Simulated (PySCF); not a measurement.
O₂Ti (SMILES [O]=[Ti]=[O]), singlet, geometry from GFN2-xTB (such geometries of metal compounds can be far from the true shape); R2SCAN/def2-SV(P) (PySCF).

PySCF was given this input:
```python
from pyscf import gto, scf, dft

mol = gto.M(
    atom='''
Ti    0.23899428    0.04573060    0.28655580
O     0.69526851    0.11672313   -1.27662119
O    -1.35250277   -0.24248227    0.48859274
''',
    basis='def2-sv(p)',
    verbose=3,
)

mf = dft.RKS(mol)
mf.xc = 'r2scan'
mf.kernel()
mf.analyze()
```

### Question
What does PySCF print? Leave out banner, timings and long lists.

### Answer

```
converged SCF energy = -999.627285885006
**** MO energy ****
MO #1   energy= -178.39833294062   occ= 2
MO #2   energy= -19.712656985595   occ= 2
MO #3   energy= -18.9013829881562  occ= 2
MO #4   energy= -18.9013561461271  occ= 2
MO #5   energy= -16.4156112198443  occ= 2
MO #6   energy= -16.4153918731565  occ= 2
MO #7   energy= -16.4106563449032  occ= 2
MO #8   energy= -2.29602753988789  occ= 2
MO #9   energy= -1.43024696286116  occ= 2
MO #10  energy= -1.4270893997345   occ= 2
MO #11  energy= -1.41925634975284  occ= 2
MO #12  energy= -0.78492359591396  occ= 2
MO #13  energy= -0.767520947915604 occ= 2
MO #14  energy= -0.289635472034614 occ= 2
MO #15  energy= -0.280224805261546 occ= 2
MO #16  energy= -0.273408915690769 occ= 2
MO #17  energy= -0.255491281522224 occ= 2
MO #18  energy= -0.242694425864973 occ= 2
MO #19  energy= -0.205325160448993 occ= 2
MO #20  energy= -0.0990988242548609 occ= 0
MO #21  energy= -0.0818115877104653 occ= 0
MO #22  energy= -0.0759629898424219 occ= 0
MO #23  energy= -0.0144008387867745 occ= 0
MO #24  energy= 0.0279375130539408 occ= 0
MO #25  energy= 0.0409878373506367 occ= 0
MO #26  energy= 0.0991210405241847 occ= 0
MO #27  energy= 0.105983995841448  occ= 0
 ** Mulliken atomic charges  **
charge of    0Ti =      1.09431
charge of    1O =     -0.54715
charge of    2O =     -0.54715
Dipole moment(X, Y, Z, Debye):  4.10520,  0.78551,  4.92218
```
